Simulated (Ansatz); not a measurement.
Reaction (ligand exchange at a B–C bond): `NB(O)CF` + `O[SiH3]` → `NB(O)O[SiH3]` + `CF`

Isolated molecules relaxed with PBE0-D4/def2-TZVP in Ansatz; ΔE leaves out vibrations. CBS: MP2 limit from def2 TZ/QZ plus the TZ coupled-cluster correction, frozen cores. This one scheme is used for every species. Functionals use def2-TZVPP. Each species was taken in one conformer, which may not be the lowest.

CCSD(T)/CBS gives -117.1 kJ/mol.

Question: Another level gave -105.0 kJ/mol. Which?
A. HF/def2-TZVPP
B. SCS-MP2/def2-TZVPP
C. PBE/def2-TZVPP
D. PBE0-D4/def2-TZVPP

Answer: C. PBE -105.0, PBE0-D4 -112.8, SCS-MP2/def2-TZVPP -121.0, HF/def2-TZVPP -135.1 kJ/mol.

Largest T1 diagnostic among the species: 0.011.

In def2-TZVPP, CCSD(T) changes the Hartree–Fock value by +17.0 kJ/mol (the triples alone add +1.8 kJ/mol) and MP2 by +16.0 kJ/mol. From PBE to PBE0 (25 % exact exchange), in def2-TZVPP and without D4, ΔE moves by −6.3 kJ/mol.
